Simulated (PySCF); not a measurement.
## Ionisation energy of Cu by level of theory

Cu [Ar] 3d10 4s1 (2S) → Cu+ [Ar] 3d10 (1S), as a difference of total energies. Calculation: PySCF 2.14, in dyall-av2z (16s12p7d2f, 101 functions); no relativity, point nucleus. Correlated levels: valence: [Ar] frozen; virtual orbitals above 40 to 60 times the deepest correlated orbital energy dropped. The calculations carry no spin-orbit coupling.

```tsv
method	ionisation energy (eV)	difference from reference (eV)
UHF	6.428	-1.298
MP2 (valence)	7.366	-0.360
SCS-MP2 (valence)	7.222	-0.504
CCSD (valence)	7.262	-0.464
CCSD(T) (valence)	7.409	-0.317
```

Reference: 7.726 eV (measured; NIST Atomic Spectra Database, ionization energies).

These non-relativistic numbers lack the scalar-relativistic shift.

Errors of the correlated levels include the incompleteness of this basis and the frozen core.
